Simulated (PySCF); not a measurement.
## How methods differ on the excitation energy of Tl⁺

Tl⁺ [Xe] 4f14 5d10 6s2 (1S) → Tl⁺ [Xe] 4f14 5d9 6s2 7s1 (3D), as a difference of total energies. Calculation: PySCF 2.14, in x2c-TZVPPall with one added diffuse shell each of s, p, d, f type (12s8p7d4f, 99 functions); the spin-free X2C one-electron Hamiltonian (Gaussian nucleus). Correlated levels: valence and next inner shell: [Kr] 4d10 4f14 frozen. The calculations carry no spin-orbit coupling.

| method | excitation energy (eV) |
| --- | --- |
| UHF | 20.794 |
| LDA | 21.869 |
| PBE | 21.509 |
| PBE0 | 21.602 |
| r2SCAN | 21.742 |
| MP2 (valence and next inner shell) | 21.930 |
| SCS-MP2 (valence and next inner shell) | 21.802 |

Question: How much does correlation contribute at MP2 (valence and next inner shell)?

Answer: 21.930 − (20.794) = 1.136 eV, measured against UHF.

A first-order spin-orbit estimate (lowest level to lowest level, LS coupling) adds -0.919 eV.

The upper state lies above the first ionisation limit, where it may autoionise and the basis confines it. A Rydberg-like electron needs more diffuse functions than a valence basis has.

The promoted electron is Rydberg-like, and one or two diffuse shells describe it only roughly, which tends to raise the upper state.
